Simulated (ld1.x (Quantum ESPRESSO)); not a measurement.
u(r) = r·R(r): atom against pseudo-atom (Ne)

Columns: radius, all-electron u(r) and pseudo u(r) of the 2s shell (level -36.20 eV) of neon in the configuration [He] 2s2 2p6; PBEsol, scalar-relativistic, TM scheme, ld1.x (Quantum ESPRESSO) 7.5.

```tsv
r (bohr)	all-electron	pseudo
0.070	0.4745	-0.1159
0.140	0.3524	-0.2357
0.210	0.0392	-0.3629
0.280	-0.2928	-0.4997
0.350	-0.5766	-0.6447
0.420	-0.7924	-0.7896
0.490	-0.9407	-0.9192
0.560	-1.0307	-1.0160
0.630	-1.0739	-1.0692
0.700	-1.0815	-1.0810
0.770	-1.0632	-1.0632
0.840	-1.0268	-1.0268
0.910	-0.9783	-0.9783
0.980	-0.9225	-0.9225
1.050	-0.8628	-0.8628
1.120	-0.8017	-0.8017
1.190	-0.7409	-0.7409
1.260	-0.6818	-0.6818
1.330	-0.6251	-0.6251
1.400	-0.5714	-0.5714
1.470	-0.5210	-0.5210
1.540	-0.4739	-0.4739
1.610	-0.4303	-0.4303
1.680	-0.3901	-0.3901
1.750	-0.3530	-0.3530
1.820	-0.3191	-0.3191
```

Task: How many radial nodes do the two functions have?

Result: The all-electron 2s function has n − l − 1 = 1; the pseudo-wave has 0, since the states of the same l below it are removed with the core.

Task: At about which radius was the pseudo-wave matched?

Result: 0.80 bohr. The columns agree to 0.0005 from 0.70 bohr on; several derivatives are matched, so the curves merge somewhat inside the radius.

Task: Where does each function peak?

Result: Outermost all-electron maximum near 0.70 bohr, pseudo maximum near 0.70 bohr (to the table’s step).

Task: Is the pseudo-wave norm-conserving?

Result: Yes: the TM scheme keeps the norm inside the radius equal to the all-electron one, which fixes the energy derivative of the logarithmic derivative at the level.
